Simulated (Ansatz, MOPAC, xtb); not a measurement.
Diatomic SH+, multiplicity 3 (lowest of 2S+1 = 1, 3, 5 at CCSD(T)/def2-TZVPP on PBE0 minima; our sources give no spin for the ground state, which may be another).

The constants come from a fifth-degree fit in 1/R (seven points, main isotopes). In def2 and cc sets the state is the lowest found near the PBE0 minimum, followed along R.

Codes used: Ansatz (Gaussian orbitals); MOPAC for AM1, PM6, PM7 (differences of heats of formation); xtb for the GFN methods. Values without a source in brackets are computed. The GFN methods have no spin term and hold the electronic entropy of 300 K.

```
level                                          r_e (Å)  ω_e (cm⁻¹)  ω_e x_e (cm⁻¹)  B_e (cm⁻¹)
---------------------------------------------  -------  ----------  --------------  ----------
AM1                                              1.321        1805             -39        9.88
PM6                                              1.317        2675              37        9.95
PM7                                              1.327        2484              29        9.80
GFN1-xTB                                         1.365        2337              36        9.26
GFN2-xTB                                         1.372        2213              48        9.16
SVWN5/def2-TZVPP                                 1.388        2429              46        8.96
PBE/def2-TZVPP                                   1.382        2461              46        9.04
r2SCAN/def2-TZVPP                                1.368        2544              47        9.22
B97M-V/def2-TZVPP                                1.361        2583              47        9.31
B3LYP/def2-TZVPP                                 1.370        2523              46        9.20
PBE0/def2-TZVPP                                  1.368        2559              45        9.21
BHLYP/def2-TZVPP                                 1.356        2628              45        9.38
CAM-B3LYP/def2-TZVPP                             1.366        2564              45        9.25
wB97X-V/def2-TZVPP                               1.365        2600              43        9.26
wB97M-V/def2-TZVPP                               1.364        2575              44        9.28
B2PLYP/def2-TZVPP                                1.363        2574              47        9.29
CCSD/aug-cc-pV(T+d)Z                             1.363        2570              49        9.28
CCSD/def2-TZVPP                                  1.361        2584              49        9.31
CCSD/aug-cc-pV(Q+d)Z                             1.362        2577              48        9.30
CCSD/def2-QZVPP                                  1.362        2579              48        9.30
CCSD/aug-cc-pV(5+d)Z                             1.362        2578              48        9.31
CCSD(T)/aug-cc-pV(T+d)Z                          1.366        2548              50        9.25
CCSD(T)/def2-TZVPP                               1.363        2563              50        9.28
CCSD(T)/aug-cc-pV(Q+d)Z                          1.365        2554              49        9.26
CCSD(T)/def2-QZVPP                               1.365        2556              49        9.27
CCSD(T)/aug-cc-pV(5+d)Z                          1.364        2554              49        9.27
CCSD(T)/CBS(def2-TZVPP, def2-QZVPP)              1.366        2552              48        9.25
CCSD(T)/CBS(aug-cc-pV(Q+d)Z, aug-cc-pV(5+d)Z)    1.364        2555              49        9.27
```

Frozen-core correlation. CBS: X⁻³ extrapolation of the correlation energy, Hartree–Fock from the larger set. The state that AM1, PM6, PM7 reach isn't checked; PM7 holds dispersion and hydrogen-bond terms.

Doubts at one or more of the structures used: a spin-contaminated determinant (PM6).

Ansatz is an electronic-structure program.
